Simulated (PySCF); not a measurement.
Choosing a molecule for a target property.

Species are written as SMILES; each is one conformer at its optimised geometry, gas phase, non-relativistic unless stated; the electronic structure was computed with PySCF and density fitting.

The conformers computed, where there is a choice (atom-mapped SMILES and torsion angles):
- `[CH3:1][c:2]1[cH:3][cH:4][c:5]([SH:6])[cH:7][cH:8]1`: H–S6–C5–C4 0°
- `[OH:1][CH:2]1[CH2:3][CH2:4][CH2:5]1`: H–O1–C2–C3 176°
- `[CH2:1]=[CH:2][C@@H:3]([CH3:4])[OH:5]`: C1–C2–C3–C4 -133°, H–O5–C3–C2 -63°

The conformers of `CP1CCCCCC1` aren't listed.

(1) Wanted: electronic spatial extent ⟨r²⟩ about the centre of nuclear charge between 440 bohr² and 600 bohr² (CAM-B3LYP/def2-SVPD) and static isotropic polarisability below 100 au (CAM-B3LYP/def2-SVPD), at PBE0-D3(BJ)/def2-SVP geometries. Which candidate meets both?
A. dithiane, `C1CCSSC1`
B. 3-buten-2-ol, `C=C[C@@H](C)O`
C. p-toluenethiol, `Cc1ccc(S)cc1`
D. cyclobutanol, `OC1CCC1`

(2) Wanted: HOMO–LUMO gap between 8.5 eV and 10.2 eV (CAM-B3LYP/def2-SVPD) and lowest singlet excitation below 7 eV (TDDFT CAM-B3LYP/def2-SVPD), at PBE0-D3(BJ)/def2-SVP geometries. Which candidate meets both?
A. `OC1CCC1`
B. `CP1CCCCCC1`
C. `C[C@@H](O)C=C`
D. `C1CCSSC1`

Answers

(1) B. Computed values:
```
                     species  electronic spatial extent ⟨r²⟩ about the centre of nuclear charge  static isotropic polarisability
       cyclobutanol, OC1CCC1                                                          411 bohr²                          51.8 au
 3-buten-2-ol, C=C[C@@H](C)O                                                          464 bohr²                          55.7 au
          dithiane, C1CCSSC1                                                          816 bohr²                          86.3 au
p-toluenethiol, Cc1ccc(S)cc1                                                         1358 bohr²                         104.5 au
```

(2) B. Computed values:
```
      species  HOMO–LUMO gap  lowest singlet excitation
     C1CCSSC1        7.98 eV                    4.19 eV
   CP1CCCCCC1        8.98 eV                    6.38 eV
C[C@@H](O)C=C       10.02 eV                    7.14 eV
      OC1CCC1       10.34 eV                    6.82 eV
```
